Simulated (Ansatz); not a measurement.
The cluster Zn6O7, relaxed as a singlet with RKS r2SCAN-D4/def2-SVP in Ansatz, starting from the GFN1-xTB geometry. Force threshold 0.03 eV/Å.

The structure holds one bond between oxygen atoms, so isomers without such links may lie far lower. The structure comes from a short search, and lower isomers may exist.

Start:

```xyz
13

Zn    0.214    0.816    1.911
Zn   -0.343    1.578   -0.819
Zn    0.699   -1.662    0.251
Zn    2.005    0.812    0.025
Zn   -1.022   -1.025   -1.610
Zn   -1.880   -0.448    0.777
O    -1.840    0.561   -1.070
O    -1.445    0.325    2.317
O     0.767    2.157    0.550
O     0.931   -0.949   -1.818
O     1.308    0.444   -1.769
O     1.695   -0.529    1.286
O    -1.088   -2.080   -0.031
```

(1) Estimate the energy that the relaxation releases and the steps that it takes.

(2) Does the start keep its bonding and symmetry?

(3) Predict the relaxed structure.

## Answers

(1) 5.3 kcal/mol, in 6 steps; 70 s on 6 threads of Arm Neoverse V1 on a shared host. No frequencies were taken in this run, so the end may be a saddle point.

(2) By distances, no bond broke or formed. The bond that changes most is Zn6–O7, from 2.10 to 2.04 Å (atoms count from 1).

(3) 
```tsv
atom	x (Å)	y (Å)	z (Å)
Zn1	0.271	0.814	1.910
Zn2	-0.382	1.563	-0.738
Zn3	0.638	-1.620	0.328
Zn4	2.083	0.801	-0.046
Zn5	-0.990	-1.041	-1.708
Zn6	-1.911	-0.454	0.724
O7	-1.878	0.515	-1.074
O8	-1.435	0.318	2.301
O9	0.829	2.158	0.564
O10	0.951	-0.978	-1.734
O11	1.227	0.496	-1.762
O12	1.730	-0.483	1.310
O13	-1.132	-2.090	-0.076
```
Bond lengths (bridged metal pairs left out): 18 × O–Zn 1.82 to 2.19 Å; 1 × O–O 1.50 Å.
